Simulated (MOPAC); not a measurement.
MOPAC input (PM3):

```
PM3 FORCE THERMO(298,298) PRECISE LET CHARGE=-1 GEO-OK AUX(PRECISION=9) THREADS=1
C2H9Si2

C    -0.54210284 1    2.03484676 1    0.11152677 1
Si   -0.30235042 1    0.52696055 1   -0.53852624 1
C    -1.70095914 1   -0.73293994 1   -0.43615529 1
Si    1.31343192 1   -0.93827721 1    0.61112091 1
H     0.07855050 1    2.89642879 1   -0.10164329 1
H    -1.24589107 1    2.23871216 1    0.90985975 1
H     0.52278190 1    0.43605813 1   -1.79151229 1
H    -2.40300795 1   -0.59596846 1   -1.26327645 1
H    -1.30268532 1   -1.75030104 1   -0.48078283 1
H    -2.24826961 1   -0.61953601 1    0.50276836 1
H     1.04720763 1   -1.30446810 1    2.05148085 1
H     1.55011898 1   -2.30406192 1    0.01043188 1
H     2.72743400 1   -0.41947166 1    0.70827383 1
```

From the output:

```
     H   13   2.195583

          HEAT OF FORMATION =      -9.124495 KCALS/MOLE

          ZERO POINT ENERGY      56.641 KCAL/MOL

           NORMAL COORDINATE ANALYSIS (Total motion = 1 Angstrom)

   Root No.       1         2         3         4         5         6         7         8

                 1 A       2 A       3 A       4 A       5 A       6 A       7 A       8 A

                  38.4      77.5     104.3     150.2     218.5     303.6     314.5     348.5

           1   -0.0038    0.0025    0.0222   -0.0127    0.0164    0.0122    0.0177   -0.0220
           2    0.0135   -0.0033   -0.0144    0.0278    0.0607    0.0039   -0.0043   -0.0035
           3   -0.0097    0.0026   -0.0343    0.0719   -0.0034   -0.0146   -0.0182   -0.0103
           4   -0.0038    0.0028    0.0236   -0.0117    0.0178    0.0080    0.0161   -0.0250
           5   -0.0018   -0.0020    0.0180    0.0024   -0.0339   -0.0137    0.0001    0.0260
           6   -0.0011    0.0030   -0.0081   -0.0350    0.0153    0.0087   -0.0010    0.0944
           7    0.0116    0.0062   -0.0219   -0.0210   -0.0546   -0.0083    0.0014    0.0011
           8   -0.0100   -0.0050    0.0426    0.0070    0.0062   -0.0079    0.0118    0.0083
           9    0.0118    0.0002    0.0677    0.0265   -0.0060   -0.0139    0.0038    0.0084
          10   -0.0005   -0.0061   -0.0177    0.0228    0.0071   -0.0110   -0.0374    0.0240
          11    0.0001    0.0057   -0.0276   -0.0159   -0.0069    0.0250   -0.0118   -0.0214
          12   -0.0003   -0.0038   -0.0103   -0.0177   -0.0070    0.0054    0.0040   -0.0840
          13   -0.0133    0.0043    0.0364   -0.0100   -0.0587   -0.0140    0.0161   -0.0261
          14    0.0181   -0.0032   -0.0337    0.0251    0.1113    0.0017   -0.0138   -0.0064
          15   -0.0175    0.0075   -0.0671    0.0693   -0.0167   -0.0889   -0.0572   -0.0299
          16    0.0062    0.0008    0.0130   -0.0261    0.0911    0.0375    0.0239   -0.0106
          17    0.0213   -0.0071   -0.0188    0.0550    0.1099    0.0533    0.0117   -0.0218
          18   -0.0089   -0.0024   -0.0291    0.1504   -0.0182    0.0488    0.0063   -0.0676
          19   -0.0167    0.0002    0.0311    0.0089   -0.0038    0.0358    0.0382   -0.0141
          20   -0.0109    0.0003    0.0235   -0.0290   -0.0246   -0.0719   -0.0055    0.0224
          21   -0.0024    0.0085   -0.0063   -0.0941    0.0416   -0.0996   -0.0288    0.0712
          22    0.0426   -0.2335   -0.0582   -0.0611   -0.0774   -0.0018   -0.0135    0.0409
          23   -0.0338    0.1274    0.0071   -0.0164    0.0291    0.0181    0.0118    0.0646
          24    0.0177   -0.0263    0.0848    0.0394   -0.0125   -0.0246    0.0052   -0.0169
          25   -0.0009    0.1065   -0.0083   -0.0047   -0.0497   -0.0124    0.0071   -0.0140
          26   -0.0111   -0.0620    0.0897    0.0252    0.0669   -0.0031    0.0275   -0.0426
          27   -0.0176    0.2493    0.0891    0.0606   -0.0078   -0.0247    0.0130   -0.0157
          28    0.0028    0.1490   -0.0289   -0.0049   -0.1070   -0.0274   -0.0043    0.0046
          29    0.0086   -0.0802    0.0495    0.0176   -0.0394   -0.0307    0.0044   -0.0108
          30    0.0430   -0.2250    0.0827    0.0249   -0.0152   -0.0253    0.0000   -0.0187
          31   -0.1972   -0.0482   -0.0488    0.1043   -0.0501    0.0898    0.1318    0.1631
          32   -0.1476   -0.0114   -0.0719   -0.0741    0.0596   -0.1454    0.0579   -0.1125
          33   -0.0432   -0.0046   -0.0288   -0.0677    0.0429   -0.1119    0.0088   -0.1683
          34    0.0033   -0.0057   -0.0188    0.0227    0.0071   -0.0119   -0.0329    0.0287
          35    0.2435    0.0363   -0.0820   -0.0056    0.0165   -0.0674    0.1598   -0.0285
          36   -0.0885   -0.0337   -0.0729    0.0863   -0.0617    0.0840    0.2816    0.0323
          37    0.2020    0.0139   -0.0886    0.0612    0.0104   -0.0577    0.1991    0.1010
          38   -0.0829   -0.0044   -0.0345   -0.0372    0.0119   -0.0210   -0.0179   -0.0510
          39    0.1316    0.0160    0.0651    0.0270   -0.0717    0.1882   -0.1397   -0.0531

   Root No.       9        10        11        12        13        14        15        16

                 9 A      10 A      11 A      12 A      13 A      14 A      15 A      16 A

                 365.4     579.1     613.8     645.2     802.4     813.8     823.1     841.2

           1    0.0017   -0.0139   -0.0374   -0.0091    0.0317    0.0087    0.0247   -0.0093
           2    0.0070   -0.0038   -0.0148   -0.0138   -0.0179   -0.0202   -0.0197   -0.0292
           3    0.0046    0.0126   -0.0021    0.0043   -0.0345   -0.0194    0.0296    0.0145
           4    0.0075    0.0032   -0.0167   -0.0117   -0.0106    0.0004   -0.0029    0.0037
           5   -0.0122   -0.0146   -0.0575   -0.0084   -0.0007    0.0069    0.0069    0.0148
           6   -0.0113   -0.0099    0.0030   -0.0005    0.0032   -0.0001   -0.0102    0.0053
           7   -0.0015    0.0115    0.0743   -0.0012   -0.0032   -0.0111   -0.0166    0.0124
           8   -0.0057    0.0164    0.1326    0.0081    0.0067    0.0006    0.0092   -0.0108
           9    0.0068   -0.0002    0.0016   -0.0024   -0.0106    0.0130    0.0120   -0.0284
          10   -0.0073    0.0004    0.0015    0.0011   -0.0054    0.0067   -0.0039    0.0027
          11    0.0120    0.0030   -0.0010    0.0002    0.0043   -0.0063    0.0013   -0.0014
          12   -0.0061   -0.0058   -0.0008    0.0016    0.0083   -0.0128    0.0064   -0.0049
          13   -0.0053   -0.0086   -0.0891   -0.1315   -0.0065   -0.0522   -0.0821   -0.1254
          14    0.0642   -0.0744    0.0448    0.0692    0.0622    0.0621    0.0290    0.0400
          15    0.1870   -0.2251    0.0757   -0.0276    0.1489    0.1056   -0.0783   -0.0524
          16    0.0124   -0.0080    0.0064    0.1199    0.0217    0.0462    0.1434    0.1137
          17   -0.0730    0.0776   -0.0032    0.0667    0.0756    0.0589    0.0098    0.0474
          18   -0.1805    0.1764   -0.0466   -0.0386    0.1784    0.0870   -0.1084   -0.0273
          19   -0.0436   -0.0839   -0.0600    0.3373   -0.0545   -0.0330   -0.1184   -0.0874
          20    0.0904    0.1499   -0.1470    0.1983    0.0076   -0.0171   -0.0598   -0.0476
          21    0.1778    0.2986   -0.0850   -0.0257    0.0530   -0.0015    0.0031    0.0019
          22   -0.0148    0.0287    0.0546    0.0111   -0.0278    0.0550    0.0646   -0.1049
          23   -0.0307    0.0320    0.1274   -0.0490   -0.0661    0.0675    0.0643   -0.1476
          24    0.0179   -0.0098   -0.0022    0.0187    0.0210   -0.0210   -0.0196    0.0407
          25    0.0034    0.0041    0.0616    0.0017    0.0084   -0.0329   -0.0419    0.0558
          26    0.0168   -0.0096    0.1202   -0.0696   -0.0013   -0.0931   -0.1336    0.1486
          27    0.0138   -0.0111   -0.0066    0.0206    0.0203   -0.0220   -0.0215    0.0432
          28   -0.0054    0.0134    0.0304    0.0853    0.0388    0.0143    0.0446   -0.0112
          29    0.0027    0.0085    0.0812    0.0842    0.0589   -0.0082    0.0258    0.0295
          30    0.0212   -0.0100   -0.0110    0.0184    0.0193   -0.0219   -0.0223    0.0430
          31    0.0593   -0.0012   -0.0111   -0.0039    0.0579   -0.0760    0.0484   -0.0311
          32   -0.0557   -0.0025    0.0045   -0.0029   -0.0684    0.0957   -0.0348    0.0297
          33   -0.0559   -0.0052    0.0062    0.0001   -0.0526    0.0705   -0.0292    0.0226
          34   -0.0084   -0.0014    0.0001    0.0011   -0.0003    0.0010   -0.0007    0.0007
          35   -0.0100   -0.0047    0.0001   -0.0044   -0.0463    0.0644   -0.0103    0.0108
          36    0.0874    0.0357    0.0045   -0.0113   -0.0913    0.1256   -0.0639    0.0447
          37   -0.0071   -0.0140   -0.0099   -0.0043    0.0676   -0.0911    0.0355   -0.0242
          38   -0.0132   -0.0059   -0.0009    0.0030    0.0091   -0.0146    0.0073   -0.0066
          39    0.0809    0.0390    0.0099   -0.0057   -0.0812    0.1123   -0.0503    0.0386

   Root No.      17        18        19        20        21        22        23        24

                17 A      18 A      19 A      20 A      21 A      22 A      23 A      24 A

                 848.6     888.1     888.4     904.7    1269.8    1340.7    1392.0    1403.2

           1    0.0350   -0.0075   -0.0086    0.0906    0.0002   -0.0557    0.0006    0.0001
           2    0.0223   -0.0014    0.0021    0.0014   -0.0002   -0.0014    0.0001   -0.0001
           3    0.0060    0.0000   -0.0018    0.0104   -0.0001   -0.0039    0.0001   -0.0001
           4   -0.0114    0.0040    0.0042   -0.0574   -0.0036   -0.0010   -0.0005    0.0002
           5   -0.0114    0.0014   -0.0017   -0.0022   -0.0042    0.0002    0.0003    0.0001
           6    0.0082   -0.0012    0.0014   -0.0046    0.0000   -0.0000   -0.0001   -0.0004
           7   -0.0209   -0.0025   -0.0014    0.0324   -0.0294    0.0013   -0.0358    0.0114
           8    0.0197   -0.0003    0.0005   -0.0046   -0.0497    0.0040    0.0230   -0.0056
           9   -0.0241    0.0023   -0.0044    0.0106   -0.0015   -0.0005   -0.0122   -0.0431
          10    0.0031   -0.0095   -0.0102    0.0013    0.0001    0.0002    0.0001   -0.0001
          11   -0.0013    0.0084   -0.0106   -0.0021    0.0002    0.0001   -0.0000    0.0001
          12   -0.0064   -0.0080    0.0001   -0.0045    0.0001    0.0002   -0.0000   -0.0000
          13    0.1106   -0.0131   -0.0002    0.0861    0.0185    0.3466   -0.0015   -0.0004
          14   -0.0523    0.0047   -0.0030   -0.0128   -0.0101   -0.2251    0.0013    0.0002
          15   -0.0498    0.0060    0.0022   -0.0405    0.0068    0.1182   -0.0007   -0.0000
          16   -0.0342   -0.0027   -0.0183    0.0961    0.0199    0.3499   -0.0015   -0.0009
          17   -0.0495    0.0018   -0.0006   -0.0106    0.0112    0.2430   -0.0013   -0.0004
          18   -0.0333   -0.0010    0.0091   -0.0317   -0.0031   -0.0586   -0.0000    0.0005
          19   -0.0332    0.0026    0.0027    0.0393   -0.0046   -0.0065    0.0005   -0.0007
          20   -0.0347   -0.0063   -0.0008    0.0694   -0.0057   -0.0054    0.0007    0.0004
          21   -0.0077   -0.0108    0.0034    0.0098    0.0005   -0.0036   -0.0016    0.0000
          22   -0.0287    0.0109   -0.0091   -0.0217    0.1572   -0.0076    0.3782    0.0018
          23   -0.1304    0.0115   -0.0225    0.0569    0.2297   -0.0164   -0.1863    0.1650
          24    0.0361   -0.0037    0.0057   -0.0100   -0.1029    0.0067    0.0307   -0.0775
          25   -0.0058   -0.0060    0.0026    0.0304    0.0517   -0.0030    0.1098    0.1116
          26   -0.0898   -0.0167   -0.0006    0.1420    0.2844   -0.0210    0.0503   -0.1788
          27    0.0357   -0.0032    0.0053   -0.0144    0.0583   -0.0014    0.2777    0.2803
          28    0.1308    0.0048    0.0131   -0.1234    0.2020   -0.0116   -0.0539   -0.2538
          29    0.1701    0.0009    0.0184   -0.1336    0.1972   -0.0104   -0.1462    0.0779
          30    0.0340   -0.0032    0.0056   -0.0121    0.0572   -0.0044   -0.1576    0.3223
          31   -0.0437   -0.0398    0.3229   -0.0005    0.0009    0.0021    0.0002    0.0007
          32    0.0393    0.1767    0.1854    0.0569   -0.0007   -0.0025    0.0001   -0.0002
          33    0.0306    0.1050    0.0392    0.0309   -0.0004   -0.0008   -0.0003    0.0001
          34    0.0005   -0.0077    0.0002    0.0006   -0.0005   -0.0013   -0.0002    0.0001
          35    0.0101   -0.3094    0.1920    0.0096    0.0009   -0.0023    0.0005   -0.0000
          36    0.0632   -0.0227   -0.2347    0.0097   -0.0008   -0.0055   -0.0006   -0.0006
          37   -0.0316    0.3225   -0.0277   -0.0073   -0.0010    0.0022   -0.0000    0.0002
          38   -0.0095   -0.1161   -0.0565   -0.0186   -0.0007    0.0012   -0.0003   -0.0000
          39    0.0539    0.1604    0.1967    0.0619    0.0006   -0.0022   -0.0000   -0.0001

   Root No.      25        26        27        28        29        30        31        32

                25 A      26 A      27 A      28 A      29 A      30 A      31 A      32 A
```

The dipole moment of an ion depends on the origin.
